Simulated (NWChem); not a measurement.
All runs are NWChem calculations. System: pyrazole (C$_{3}$H$_{4}$N$_{2}$), charge 0, spin multiplicity 1, at a geometry optimised with PBE/def2-SVP. Level: RHF/def2-TZVP.

Input file:

```
start mol
memory heap 200 mb stack 900 mb global 1100 mb
geometry units angstroms nocenter noautoz
  C     -0.064630    -1.207003     0.000000
  C     -1.134068    -0.271986     0.000000
  N     -0.693551     0.994906     0.000000
  N      0.645032     0.876037     0.000000
  C      1.082652    -0.417086     0.000000
  H     -0.116886    -2.300798     0.000000
  H     -2.213859    -0.469830     0.000000
  H      1.217754     1.720866     0.000000
  H      2.148897    -0.670385     0.000000
  symmetry group Cs
end
basis spherical
  * library def2-tzvp
end
scf
  rhf
  nopen 0
  maxiter 100
  thresh 1e-7
  semidirect memsize 60000000 filesize 0
end
task scf energy
```

Output (cleaned and shortened):

```
             Northwest Computational Chemistry Package (NWChem) 7.3.0
             --------------------------------------------------------

                                NWChem Input Module
                                -------------------

 Scaling coordinates for geometry "geometry" by  1.889725989
 (inverse scale =  0.529177249)

 Turning off AUTOSYM since
 SYMMETRY directive was detected!

                             Geometry "geometry" -> ""
                             -------------------------

 Output coordinates in angstroms (scale by  1.889725989 to convert to a.u.)

  No.       Tag          Charge          X              Y              Z
 ---- ---------------- ---------- -------------- -------------- --------------
    1 C                    6.0000    -0.06463000    -1.20700300     0.00000000
    2 C                    6.0000    -1.13406800    -0.27198600     0.00000000
    3 N                    7.0000    -0.69355100     0.99490600     0.00000000
    4 N                    7.0000     0.64503200     0.87603700     0.00000000
    5 C                    6.0000     1.08265200    -0.41708600     0.00000000
    6 H                    1.0000    -0.11688600    -2.30079800     0.00000000
    7 H                    1.0000    -2.21385900    -0.46983000     0.00000000
    8 H                    1.0000     1.21775400     1.72086600     0.00000000
    9 H                    1.0000     2.14889700    -0.67038500     0.00000000

 Effective nuclear repulsion energy (a.u.)     162.0477235803

            Nuclear Dipole moment (a.u.)
            ----------------------------
        X                 Y               Z
 ---------------- ---------------- ----------------
    -0.0000056692     0.0000075589     0.0000000000

      Symmetry information
      --------------------

 Group name             Cs
 Group number              2
 Group order               2
 No. of unique centers     9

      Symmetry unique atoms

     1    2    3    4    5    6    7    8    9


 Summary of "ao basis" -> "" (spherical)
 ------------------------------------------------------------------------------
       Tag                 Description            Shells   Functions and Types
 ---------------- ------------------------------  ------  ---------------------
 *                         def2-tzvp                  on all atoms

 Summary of "ao basis" -> "ao basis" (spherical)
 ------------------------------------------------------------------------------
       Tag                 Description            Shells   Functions and Types
 ---------------- ------------------------------  ------  ---------------------
 C                         def2-tzvp                11       31   5s3p2d1f
 N                         def2-tzvp                11       31   5s3p2d1f
 H                         def2-tzvp                 4        6   3s1p

                                 NWChem SCF Module
                                 -----------------

  ao basis        = "ao basis"
  functions       =   179
  atoms           =     9
  closed shells   =    18
  open shells     =     0
  charge          =   0.00
  wavefunction    = RHF
  use symmetry    = T
  symmetry adapt  = T

 Summary of "ao basis" -> "ao basis" (spherical)
 ------------------------------------------------------------------------------
       Tag                 Description            Shells   Functions and Types
 ---------------- ------------------------------  ------  ---------------------
 C                         def2-tzvp                11       31   5s3p2d1f
 N                         def2-tzvp                11       31   5s3p2d1f
 H                         def2-tzvp                 4        6   3s1p

      Symmetry analysis of basis
      --------------------------

        a'        125
        a"         54

 Forming initial guess at       0.1s

      Superposition of Atomic Density Guess
      -------------------------------------

 Sum of atomic energies:        -223.63632503

      Non-variational initial energy
      ------------------------------

 Total energy =    -226.896241
 1-e energy   =    -622.039718
 2-e energy   =     233.095754
 HOMO         =      -0.289028
 LUMO         =       0.022560

      Symmetry analysis of molecular orbitals - initial
      -------------------------------------------------

  Numbering of irreducible representations:

     1 a'          2 a"

  Orbital symmetries:

     1 a'          2 a'          3 a'          4 a'          5 a'
     6 a'          7 a'          8 a'          9 a'         10 a'
    11 a'         12 a"         13 a'         14 a'         15 a'
    16 a'         17 a"         18 a"         19 a"         20 a"
    21 a'         22 a'         23 a'         24 a'         25 a'
    26 a'         27 a'         28 a'

 Starting SCF solution at       4.1s

 ----------------------------------------------
         Quadratically convergent ROHF

 Convergence threshold     :          1.000E-07
 Maximum no. of iterations :          100
 Final Fock-matrix accuracy:          1.000E-09
 ----------------------------------------------

              iter       energy          gnorm     gmax       time
             ----- ------------------- --------- --------- --------
                 1     -224.8082647665  8.83D-01  1.54D-01      5.6
                 2     -224.8635511923  4.13D-01  7.14D-02      7.1
                 3     -224.8745326840  2.61D-02  4.74D-03     11.4
                 4     -224.8746384884  6.71D-04  1.53D-04     18.5
                 5     -224.8746385569  2.54D-07  1.09D-07     31.6
                 6     -224.8746385569  6.52D-09  1.69D-09     38.7

       Final RHF  results
       ------------------

         Total SCF energy =   -224.874638556903
      One-electron energy =   -625.090779686680
      Two-electron energy =    238.168417549526
 Nuclear repulsion energy =    162.047723580250

        Time for solution =     34.6s

       Symmetry analysis of molecular orbitals - final
       -----------------------------------------------

  Numbering of irreducible representations:

     1 a'          2 a"

  Orbital symmetries:

     1 a'          2 a'          3 a'          4 a'          5 a'
     6 a'          7 a'          8 a'          9 a'         10 a'
    11 a'         12 a'         13 a"         14 a'         15 a'
    16 a'         17 a"         18 a"         19 a'         20 a"
    21 a'         22 a'         23 a'         24 a"         25 a'
    26 a'         27 a'         28 a'

             Final eigenvalues
             -----------------

              1
    1  -15.6410
    2  -15.5877
    3  -11.2822
    4  -11.2556
    5  -11.2270
    6   -1.3699
    7   -1.0900
    8   -1.0467
    9   -0.8185
   10   -0.7961
   11   -0.7370
   12   -0.6057
   13   -0.6045
   14   -0.5892
   15   -0.5586
   16   -0.4597
   17   -0.3626
   18   -0.3450
   19    0.1347
   20    0.1497
   21    0.1775
   22    0.1860
   23    0.1991
   24    0.2042
   25    0.2452
   26    0.2664
   27    0.2958
   28    0.3182

                       ROHF Final Molecular Orbital Analysis
                       -------------------------------------

 Vector   16  Occ=2.000000D+00  E=-4.596616D-01  Symmetry=a'
              MO Center= -6.4D-01,  8.0D-01,  4.3D-17, r^2= 1.8D+00
   Bfn.  Coefficient  Atom+Function         Bfn.  Coefficient  Atom+Function
  ----- ------------  ---------------      ----- ------------  ---------------
    69      0.318966  3 N  py                72      0.290007  3 N  py
    66      0.218032  3 N  s                 75      0.212235  3 N  py
    67      0.177723  3 N  s                 38     -0.151123  2 C  py

 Vector   17  Occ=2.000000D+00  E=-3.625576D-01  Symmetry=a"
              MO Center= -2.6D-01,  2.0D-02,  1.5D-15, r^2= 2.3D+00
   Bfn.  Coefficient  Atom+Function         Bfn.  Coefficient  Atom+Function
  ----- ------------  ---------------      ----- ------------  ---------------
   101     -0.266358  4 N  pz               104     -0.259530  4 N  pz
    42      0.248347  2 C  pz                39      0.245369  2 C  pz
   107     -0.230599  4 N  pz                 8      0.170339  1 C  pz
    11      0.166865  1 C  pz

 Vector   18  Occ=2.000000D+00  E=-3.449836D-01  Symmetry=a"
              MO Center=  1.4D-01, -2.1D-01, -2.6D-15, r^2= 2.4D+00
   Bfn.  Coefficient  Atom+Function         Bfn.  Coefficient  Atom+Function
  ----- ------------  ---------------      ----- ------------  ---------------
    70      0.244316  3 N  pz               135     -0.241675  5 C  pz
    73      0.235155  3 N  pz               132     -0.236144  5 C  pz
    11     -0.218111  1 C  pz                 8     -0.215956  1 C  pz
    76      0.184274  3 N  pz               138     -0.163971  5 C  pz
    14     -0.154710  1 C  pz

 Vector   19  Occ=0.000000D+00  E= 1.347200D-01  Symmetry=a'
              MO Center=  1.8D+00,  1.7D+00, -3.0D-14, r^2= 4.6D+00
   Bfn.  Coefficient  Atom+Function         Bfn.  Coefficient  Atom+Function
  ----- ------------  ---------------      ----- ------------  ---------------
   170      2.137019  8 H  s                 98     -1.727889  4 N  s
   176      1.438563  9 H  s                136     -0.875536  5 C  px
     5     -0.851718  1 C  s                 13     -0.733806  1 C  py
   106     -0.718759  4 N  py                36      0.636897  2 C  s
   137      0.628092  5 C  py               105     -0.614541  4 N  px

 Vector   20  Occ=0.000000D+00  E= 1.497139D-01  Symmetry=a"
              MO Center=  2.8D-01, -4.4D-02,  1.8D-14, r^2= 3.5D+00
   Bfn.  Coefficient  Atom+Function         Bfn.  Coefficient  Atom+Function
  ----- ------------  ---------------      ----- ------------  ---------------
   138      0.822956  5 C  pz               107     -0.592205  4 N  pz
    76      0.507419  3 N  pz                14     -0.390313  1 C  pz
    45     -0.299168  2 C  pz               101     -0.225030  4 N  pz
   132      0.225262  5 C  pz                70      0.222531  3 N  pz
   135      0.201115  5 C  pz                73      0.194071  3 N  pz

 Vector   21  Occ=0.000000D+00  E= 1.775330D-01  Symmetry=a'
              MO Center=  1.9D+00, -1.1D+00, -7.9D-15, r^2= 7.1D+00
   Bfn.  Coefficient  Atom+Function         Bfn.  Coefficient  Atom+Function
  ----- ------------  ---------------      ----- ------------  ---------------
   176      3.565321  9 H  s                  5     -2.456431  1 C  s
   136     -2.449062  5 C  px               158      2.007701  6 H  s
   129     -1.199452  5 C  s                170     -1.104885  8 H  s
   105      0.888946  4 N  px                67      0.869389  3 N  s
    13      0.660134  1 C  py               106      0.647152  4 N  py

 center of mass
 --------------
 x =  -0.02855124 y =   0.04756263 z =   0.00000000

 moments of inertia (a.u.)
 ------------------
         192.897340849558           1.876643731808           0.000000000000
           1.876643731808         189.970328758423           0.000000000000
           0.000000000000           0.000000000000         382.867669607981

  Mulliken analysis of the total density
  --------------------------------------

    Atom       Charge   Shell Charges
 -----------   ------   -------------------------------------------------------
    1 C    6     6.17   0.85  1.12  0.48  0.58  0.04  1.25  1.38  0.36  0.02  0.07  0.01
    2 C    6     6.04   0.85  1.12  0.50  0.54  0.16  1.21  1.22  0.31  0.03  0.08  0.01
    3 N    7     7.29   0.82  1.16  0.55  0.88  0.25  1.39  1.61  0.54  0.01  0.08  0.01
    4 N    7     7.13   0.82  1.16  0.51  0.81  0.08  1.50  1.73  0.43  0.01  0.08  0.01
    5 C    6     6.07   0.85  1.12  0.50  0.56  0.13  1.21  1.21  0.35  0.03  0.08  0.01
    6 H    1     0.86   0.26  0.49  0.09  0.02
    7 H    1     0.87   0.26  0.49  0.09  0.02
    8 H    1     0.73   0.25  0.40  0.05  0.04
    9 H    1     0.84   0.26  0.48  0.08  0.02

       Multipole analysis of the density wrt the origin
       ------------------------------------------------

     L   x y z        total         open         nuclear
     -   - - -        -----         ----         -------
     0   0 0 0     -0.000000      0.000000     36.000000

     1   1 0 0      0.916628      0.000000     -0.000006
     1   0 1 0     -0.293433      0.000000      0.000008
     1   0 0 1      0.000000      0.000000      0.000000

     2   2 0 0    -18.011233      0.000000    114.522632
     2   1 1 0      3.397938      0.000000      2.495638
     2   1 0 1      0.000000      0.000000      0.000000
     2   0 2 0    -20.486906      0.000000    112.327539
     2   0 1 1      0.000000      0.000000      0.000000
     2   0 0 2    -24.437687      0.000000      0.000000

 Task  times  cpu:       38.7s     wall:       38.7s

 Total times  cpu:       38.7s     wall:       38.7s
```
